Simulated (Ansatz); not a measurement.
`C[Si](C)(C)[Si](C)(C)[Si](C)(C)[Si](C)(C)[Si](C)(C)[Si](C)(C)[Si](C)(C)[Si](C)(C)C`, relaxed as a singlet with RKS r2SCAN-D4/def2-SVP in Ansatz, starting from the GFN2-xTB geometry. Force threshold 0.03 eV/Å.

Single mean-field runs in def2-SVP are fitted with def2-universal-jkfit.

Start:

Cartesian coordinates in Å:
```
C 5.104 4.390 4.233
Si 4.149 3.134 3.144
C 5.467 2.021 2.320
C 3.117 2.049 4.335
Si 2.794 4.103 1.478
C 3.714 5.617 0.728
C 1.225 4.840 2.301
Si 2.033 2.629 -0.236
C 3.526 2.154 -1.346
C 0.831 3.577 -1.401
Si 0.928 0.620 0.377
C 2.252 -0.590 1.066
C -0.198 1.034 1.877
Si -0.394 -0.625 -1.154
C 0.553 -0.632 -2.824
C -1.980 0.400 -1.499
Si -1.114 -2.840 -0.697
C 0.442 -3.970 -0.765
C -1.657 -2.865 1.144
Si -2.863 -3.799 -2.004
C -2.473 -3.314 -3.820
C -2.740 -5.721 -1.980
Si -5.097 -3.190 -1.545
C -5.481 -3.381 0.319
C -6.393 -4.250 -2.482
C -5.417 -1.366 -2.023
H 5.757 5.012 3.629
H 5.724 3.891 4.974
H 4.426 5.050 4.768
H 6.069 2.591 1.619
H 6.143 1.585 3.049
H 5.010 1.205 1.768
H 2.623 1.239 3.808
H 2.346 2.632 4.829
H 3.733 1.603 5.112
H 3.096 6.136 0.000
H 4.625 5.310 0.222
H 3.992 6.339 1.492
H 0.593 5.344 1.576
H 1.477 5.562 3.072
H 0.628 4.061 2.765
H 3.226 1.511 -2.168
H 4.002 3.030 -1.776
H 4.279 1.620 -0.776
H 0.531 2.978 -2.256
H -0.073 3.863 -0.872
H 1.285 4.485 -1.786
H 2.887 -0.111 1.805
H 1.799 -1.455 1.541
H 2.897 -0.954 0.273
H -0.956 1.760 1.602
H -0.713 0.153 2.247
H 0.369 1.450 2.704
H -0.022 -1.117 -3.606
H 0.777 0.375 -3.163
H 1.496 -1.163 -2.738
H -1.743 1.422 -1.778
H -2.613 0.444 -0.618
H -2.569 -0.030 -2.304
H 0.223 -4.973 -0.412
H 0.817 -4.056 -1.780
H 1.250 -3.579 -0.153
H -2.459 -2.156 1.321
H -0.837 -2.601 1.804
H -2.015 -3.845 1.446
H -3.164 -3.779 -4.516
H -1.470 -3.616 -4.106
H -2.543 -2.240 -3.960
H -2.934 -6.116 -0.987
H -3.456 -6.178 -2.659
H -1.751 -6.056 -2.279
H -4.877 -2.708 0.918
H -6.523 -3.172 0.541
H -5.273 -4.392 0.657
H -7.410 -3.937 -2.259
H -6.259 -4.178 -3.558
H -6.308 -5.299 -2.211
H -4.816 -0.692 -1.423
H -5.169 -1.184 -3.064
H -6.457 -1.085 -1.885
```

**Question.** Estimate the energy that the relaxation releases and the steps that it takes.

**Answer.** 77.4 kJ/mol, in 10 steps; 98 s on 2 threads of AMD EPYC 7R13 on a shared host and a share (18 GiB) of an NVIDIA H100 80GB HBM3. The force fell under the threshold at step 7, but the optimiser went on and released 0.003 eV more. No frequencies were taken in this run, so the end may be a saddle point.

**Question.** Does the start keep its bonding?

**Answer.** By distances, no bond broke or formed. The bond that changes most is Si5–Si8, from 2.39 to 2.36 Å (atoms count from 1).

**Question.** Predict the relaxed structure.

**Answer.** 
Cartesian coordinates in Å:
```
C 4.852 4.276 3.992
Si 3.984 2.908 3.011
C 5.308 1.821 2.204
C 2.969 1.869 4.226
Si 2.611 3.922 1.385
C 3.599 5.341 0.585
C 1.080 4.672 2.228
Si 1.921 2.451 -0.324
C 3.429 1.908 -1.348
C 0.739 3.416 -1.464
Si 0.843 0.533 0.522
C 2.159 -0.700 1.131
C -0.314 0.987 1.961
Si -0.432 -0.459 -1.198
C 0.593 -0.551 -2.797
C -1.977 0.602 -1.507
Si -1.022 -2.650 -0.561
C 0.525 -3.748 -0.736
C -1.581 -2.691 1.256
Si -2.677 -3.571 -1.972
C -2.321 -3.062 -3.772
C -2.535 -5.469 -1.865
Si -4.906 -3.015 -1.436
C -5.277 -3.370 0.385
C -6.034 -4.106 -2.500
C -5.316 -1.206 -1.804
H 5.492 4.892 3.340
H 5.492 3.848 4.783
H 4.124 4.947 4.477
H 5.911 2.395 1.481
H 5.996 1.414 2.965
H 4.863 0.969 1.665
H 2.463 1.025 3.732
H 2.195 2.479 4.721
H 3.620 1.453 5.014
H 3.001 5.857 -0.186
H 4.519 4.970 0.103
H 3.892 6.090 1.339
H 0.450 5.207 1.496
H 1.372 5.396 3.008
H 0.457 3.897 2.703
H 3.130 1.230 -2.165
H 3.930 2.780 -1.801
H 4.170 1.380 -0.726
H 0.451 2.811 -2.340
H -0.185 3.704 -0.936
H 1.215 4.339 -1.837
H 2.826 -0.243 1.880
H 1.689 -1.583 1.596
H 2.786 -1.053 0.296
H -1.060 1.736 1.648
H -0.859 0.103 2.330
H 0.253 1.411 2.806
H 0.035 -1.055 -3.603
H 0.862 0.457 -3.153
H 1.530 -1.111 -2.637
H -1.705 1.627 -1.809
H -2.597 0.674 -0.599
H -2.604 0.169 -2.305
H 0.319 -4.776 -0.393
H 0.857 -3.805 -1.786
H 1.365 -3.355 -0.140
H -2.389 -1.966 1.445
H -0.742 -2.440 1.927
H -1.953 -3.689 1.542
H -3.027 -3.547 -4.467
H -1.301 -3.357 -4.072
H -2.409 -1.972 -3.908
H -2.734 -5.832 -0.843
H -3.255 -5.958 -2.543
H -1.524 -5.805 -2.150
H -4.702 -2.709 1.053
H -6.348 -3.214 0.599
H -5.031 -4.411 0.655
H -7.096 -3.877 -2.304
H -5.851 -3.951 -3.576
H -5.878 -5.177 -2.284
H -4.742 -0.517 -1.164
H -5.101 -0.945 -2.854
H -6.389 -1.015 -1.626
```
Bond lengths: 18 × C–Si 1.89 to 1.91 Å; 7 × Si–Si 2.36 Å; 54 × C–H 1.10 Å.
